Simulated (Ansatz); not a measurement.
Consider the stannylene formation by 1,1-elimination: `[CH3][SnH]([CH3])[NH2]` → CH₄ + `[CH3][Sn][NH2]`.

Program: Ansatz. Geometries: PBE0-D4/def2-TZVP. ΔE: electronic, gas phase. CCSD(T)/CBS is the MP2 limit (def2-TZVPP, def2-QZVPP) plus CCSD(T) − MP2 in def2-TZVPP, frozen cores. This one scheme is used for every species. DFT in def2-TZVPP. B3LYP here is the variant with VWN-RPA as its local correlation; programs differ in this. Elements past krypton have def2 core potentials. For Sn outer-core shells are correlated without core-valence functions, which leaves a few kJ/mol of doubt a bond. One conformer a species, not always the lowest.

CCSD(T)/CBS gives -8.5 kJ/mol.

(1) Another level gave -16.4 kJ/mol. Which?
A. revPBE-D4/def2-TZVPP
B. CCSD(T)/def2-TZVPP
C. B3LYP/def2-TZVPP
D. r2SCANh-D4/def2-TZVPP

Largest T1 diagnostic among the species: 0.016.

Results:

(1) D. r2SCANh-D4 -16.4, B3LYP -49.4, CCSD(T)/def2-TZVPP -7.7, revPBE-D4 -35.9 kJ/mol.

From BLYP to BHLYP (50 % exact exchange), in def2-TZVPP and without D4, ΔE moves by +35.6 kJ/mol. Leaving LDA and LC-ωPBE aside and taking each functional with its dispersion term where it has one, the values, not all of them listed here, spread over 50.2 kJ/mol, from BLYP-D4 to PBE-QIDH. LDA lies +31.4 kJ/mol from PBE without D4.

CCSD(T)/CBS has its own doubt, a few kJ/mol and more with outer-core shells, so smaller differences from it don't rank the levels.
